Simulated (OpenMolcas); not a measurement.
## V4+: moving or changing the point charges

V4+ among 6 point charges of -2 e arranged as an octahedron (Oh), 1.66 Å from the ion.
```
   1.6600    0.0000    0.0000  -2.00
   0.0000    1.6600    0.0000  -2.00
  -1.6600    0.0000    0.0000  -2.00
   0.0000   -1.6600    0.0000  -2.00
   0.0000    0.0000    1.6600  -2.00
   0.0000    0.0000   -1.6600  -2.00
```

```json
{
  "Program": "OpenMolcas",
  "Method": "CASSCF",
  "Basis": "ANO-RCC-VDZP [5s4p2d1f]",
  "Scalar Hamiltonian": "DKH2, point nucleus",
  "Active space": "1 electron in 5 orbitals (3d)",
  "State averaging": "2S+1 = 2 even, 5 roots",
  "Spin-orbit coupling": "RASSI with atomic mean-field integrals over the reference wave functions"
}
```

Runs around this geometry, states (labels of O, the rotations of Oh). Energies in cm-1 above the lowest state or level, χT in cm3 K/mol; under a threefold ground state the first gap can be a small split of the lowest multiplet, not the spin-orbit step; 10Dq is the gap between the two states.

```
R (Å)  q (e)  Ground state  First state of that spin   10Dq  First gap with spin-orbit (degeneracies)  χT at 300 K
 1.66   -1.6           2T2                   2E 7773   7773                              361.1 (4, 2)        0.366
  1.5     -2           2T2                  2E 15273  15273                              341.0 (4, 2)        0.374
 1.66     -2           2T2                   2E 9527   9527                              357.5 (4, 2)        0.367
 1.82     -2           2T2                   2E 6203   6203                              366.5 (4, 2)        0.366
```

Taking |10Dq| as R^-n, n = -ln(6203 / 15273) / ln(1.82 / 1.5) = 4.7 between the shortest and longest distance. The point-charge formula for a cubic d site gives n = 5.

Scaling the charges by -1.6 / -2 = 0.80 scales |10Dq| by 7773 / 9527 = 0.82; with fixed orbitals a first-order splitting would follow the charge.

An orbital triplet at a regular site is open to Jahn-Teller coupling, which can distort the site and quench the lowest spin-orbit gaps and is left out. This field is weak: 10Dq is about 7773 cm-1, while octahedral complexes of 3d ions of charge 3 and more, computed by the same method with explicit ligands, had a median near 15000 cm-1. Ground spin and moment need not be those of a real site (figures for R = 1.66, q = -1.6; the like holds for R = 1.82, q = -2). Point charges carry no covalency, so the field is a model and not that of real ligands. No measured value stands beside these numbers.
